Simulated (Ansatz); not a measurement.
Born–Oppenheimer molecular dynamics of ClFGeH₂ (5 atoms, charge 0, multiplicity 1). It starts at the highest image of a converged band. Of that band: Neighbouring images differ by up to 1.7 eV, so the band resolves the path poorly. A vibrational analysis at the climbing image gives one clearly imaginary mode, 1351i cm⁻¹: a first-order saddle point.

The calculation used Ansatz 0.2.0, RKS B3LYP-D4/def2-TZVP.

- ensemble: NVE (velocity Verlet)
- time step: 0.5 fs
- steps asked: 200
- starting velocities drawn for: 100 K
- seed: 11854

First frame:

```xyz
5
Properties=species:S:1:pos:R:3
Ge -0.268 0.057 0.344
H 0.983 -0.053 1.398
F 1.771 -0.039 0.366
H -0.556 1.194 -0.672
Cl -0.930 -1.706 -0.729
```

Task: How far do the bonds stretch over the last three quarters of this one trajectory? (Pairs bonded in most of those frames.)

Result: 
```
   bond  mean (Å)  spread (Å)  shortest  longest
 Ge1–H4     1.614       0.014      1.59     1.64
Ge1–Cl5     2.236       0.058      2.12     2.30
  H2–F3     0.940       0.045      0.87     1.01
```

Mean temperature of the second half: 2124 K. The conserved energy stayed within 0.57 meV per atom of its start (net change 0.14 meV per atom), so the integration is sound. The kinetic energy rose, since the run started high on the potential surface and went downhill. It ends in pieces (ClGeH + FH), so much of that is their flight and rotation, not heat. A run of 0.1 ps of so small a system gives no equilibrium averages. The orbitals stay closed-shell, which can raise the energy where a bond breaks towards radicals; this wasn't checked here.

Time of the run: 3.4 min on 4 threads of Arm Neoverse V2, on a shared host, peak memory 0.25 GiB.
